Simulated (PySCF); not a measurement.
All values below come from PBE-D3(BJ)/def2-TZVP // PBE-D3(BJ)/def2-SVP run with PySCF 2.14.0. Isolated molecules, 0 K electronic values unless said otherwise. One relaxed conformer stands for a flexible species; it need not be the lowest. 

Reference species: [Ni(H2O)4(NH3)2]2+ (excited triplet) (charge +2, multiplicity 3).

```
Quantity                               Result
-------------------------------------  ------
charge on the central atom (Mulliken)  0.55 e
coordination number                         6
```

Changed species: [Ni(H2O)2(NH3)4]2+ (near-degenerate triplet) (4 of 6 H2O replaced by NH3, multiplicity 3; the reference has 2 of 6 H2O replaced by NH3, multiplicity 3).

### Question
Give the shifts of the charge on the central atom (Mulliken) and coordination number.

### Answer
the charge on the central atom (Mulliken) decreases by 0.07 e, to 0.48 e; the coordination number is nearly the same.
